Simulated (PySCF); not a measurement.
S4, SMILES S=[S][S]=S (connectivity only; charge and spin as stated), neutral, multiplicity 1.

The structure is a stationary point at ωB97X-D3(BJ)/def2-SVP. The values are those of a single conformer.

Method: PBE/def2-TZVPD (PySCF).

Isolated molecule, no solvent.

Computed frontier levels, gap, dipole moment and polarisability:
highest occupied level: -6.09 eV
lowest empty level: -4.69 eV
orbital gap: 1.40 eV
dipole moment: 1.12 D
quadrupole, principal values (traceless, Buckingham form, about the centre of nuclear charge): -3.53, -0.42, 3.96 D·Å
mean static polarisability: 91.4 bohr³ (13.55 Å³)
polarisability, principal values: 56.0, 90.5, 127.7 bohr³
